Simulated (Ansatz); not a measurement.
```xyz
7

Cl   -1.525   -0.824    1.839
Ge    0.040   -0.358    0.451
Cl    1.778   -1.464    1.039
Se    0.717    1.872    0.569
Se   -0.809   -1.041   -1.613
H    -0.571    2.323    0.023
H     0.371   -0.507   -2.308
```

The species carries charge 0 and has multiplicity 1.

Problem. List the PBE/def2-TZVPP orbital energies in eV (the Gaussian-basis code of Ansatz). (An estimate is asked.)

Solution. Ansatz gave: Occupied: -12302.98, -12302.98, -10806.70, -2739.26, -2739.26, -1562.97, -1562.97, -1403.75, -1403.75, -1403.73, -1403.73, -1403.65, -1403.65, -1339.93, -1193.36, -1193.36, -1193.35, -249.82, -249.82, -205.95, -205.95, -190.54, -190.54, -190.34, -190.34, -190.34, -190.34, -164.56, -151.29, -151.29, -151.22, -151.22, -150.99, -150.99, -116.02, -116.00, -115.97, -54.41, -54.41, -54.40, -54.40, -54.22, -54.22, -54.17, -54.17, -54.13, -54.13, -31.85, -31.81, -31.77, -31.76, -31.75, -21.07, -20.37, -18.37, -17.94, -13.41, -10.81, -10.02, -9.93, -9.62, -8.98, -8.20, -8.11, -7.89, -7.60, -6.67, -6.39. Lowest empty: -2.94, -1.25, -1.16, -0.68, -0.56, -0.40, 2.62, 3.07.
